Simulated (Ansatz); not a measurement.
Geometry optimisation, RKS PBE-D4/def2-SVP (Ansatz 0.2.0).

Input:

```yaml
crystal:
  periodic: [false, false, false]
  atoms:
    - { symbol: Si, position_ang: [-0.521665, 0.0, -0.465586] }
    - { symbol: Cl, position_ang: [0.174037, 0.0, 2.81884] }
    - { symbol: Cl, position_ang: [1.470168, 0.0, 0.042318] }
    - { symbol: Cl, position_ang: [-0.768574, 1.67955, -1.639613] }
    - { symbol: Cl, position_ang: [-0.768574, -1.67955, -1.639613] }
    - { symbol: Br, position_ang: [-2.39267, 0.0, 0.857134] }
    - { symbol: H, position_ang: [-1.083122, 0.0, 3.275821] }
basis:
  gaussian: { orbitals: def2-SVP }
hamiltonian:
  xc: pbe
  dispersion: d4
relax:
  f_tol: 0.03
  max_steps: 50
```

Launched with:

```bash
$ ansatz run input.yaml --threads 4 --pin off --max-ram 5120MiB --backend cpu --events-out ev --progress --plain --runs-dir out
```

Task: Where does it end, and by what steps?

Result: The forces met the threshold. The force dipped under the threshold on the way, but the program's further checks kept it going. After 12 steps the energy has fallen by 0.546 eV; Cl2 moved furthest, 1.02 Å.

| step | energy less start (eV) | largest force component (eV/Å) | accepted |
| --- | --- | --- | --- |
| 0 | 0.0000 | 1.074 | yes |
| 1 | -0.2111 | 0.779 | yes |
| 2 | -0.3696 | 0.739 | yes |
| 3 | -0.4617 | 0.453 | yes |
| 4 | -0.4910 | 0.291 | yes |
| 5 | -0.5002 | 0.132 | yes |
| 6 | -0.5021 | 0.807 | yes |
| 7 | -0.5062 | 0.925 | yes |
| 8 | -0.5397 | 0.191 | yes |
| 9 | -0.5449 | 0.032 | yes |
| 10 | -0.5440 | 0.106 | no |
| 11 | -0.5458 | 0.017 | yes |
| 12 | -0.5460 | 0.016 | yes |

```xyz
7
Properties=species:S:1:pos:R:3
Si -0.646 0.000 -0.711
Cl 0.172 0.000 3.836
Cl 1.153 0.000 0.268
Cl -0.806 1.676 -1.881
Cl -0.806 -1.676 -1.881
Br -2.297 0.000 0.786
H -0.660 0.000 2.834
```

Whether the end is a true minimum wasn't checked by a vibrational analysis.

The run took 11 s on 4 threads of Intel(R) Xeon(R) 6975P-C (Granite Rapids) (shared host), peak memory 0.23 GiB.
